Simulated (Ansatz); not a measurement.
Frontier orbitals of `C[CH2][GeH]([CH2]C)[CH2]C`.

```xyz
23

C     1.748    1.326    0.521
C     0.301    1.568    0.114
Ge   -0.698   -0.097   -0.200
C    -0.742   -1.171    1.445
C    -1.330   -0.431    2.639
C     0.138   -1.115   -1.658
C     0.259   -0.329   -2.957
H     2.296    0.774   -0.248
H     1.815    0.744    1.445
H     2.285    2.264    0.690
H     0.252    2.170   -0.798
H    -0.226    2.140    0.883
H    -2.151    0.263   -0.606
H    -1.315   -2.080    1.236
H     0.280   -1.497    1.661
H    -1.354   -1.058    3.534
H    -2.355   -0.104    2.442
H    -0.748    0.462    2.884
H    -0.451   -2.024   -1.812
H     1.125   -1.444   -1.315
H     0.874    0.565   -2.830
H     0.715   -0.926   -3.752
H    -0.720    0.001   -3.317
```

Total charge 0; spin multiplicity 1. Correlated methods include outer-core shells of Ge, which these sets cover unevenly. Scalar relativity is left out up to krypton. Geometry: relaxed with PBE0-D4/def2-TZVP. It is one conformer, not always the lowest. Basis def2-TZVPP, the Gaussian-basis code of Ansatz.

| functional | HOMO (eV) | LUMO (eV) | gap (eV) |
| --- | --- | --- | --- |
| PBE | -6.38 | 0.13 | 6.51 |
| PBE0 | -7.59 | 0.93 | 8.52 |
| B3LYP | -7.39 | 0.62 | 8.01 |
| r2SCANh | -7.07 | 1.01 | 8.08 |
| BHLYP | -8.72 | 1.56 | 10.28 |
| ωB97X-V | -9.91 | 2.76 | 12.67 |
| ωB97M-V | -9.78 | 2.36 | 12.14 |

A quarter of exact exchange (PBE0) shifts PBE's HOMO by −1.21 eV and its LUMO by +0.79 eV; full exchange at long range (ωB97M-V) shifts them by −3.40 and +2.23 eV. The gap opens from 6.51 to 12.14 eV, since occupied levels lose self-interaction and empty ones feel all the electrons. A positive LUMO is unbound and depends on the basis.

B3LYP here is the variant with VWN-RPA as its local correlation; programs differ in this.
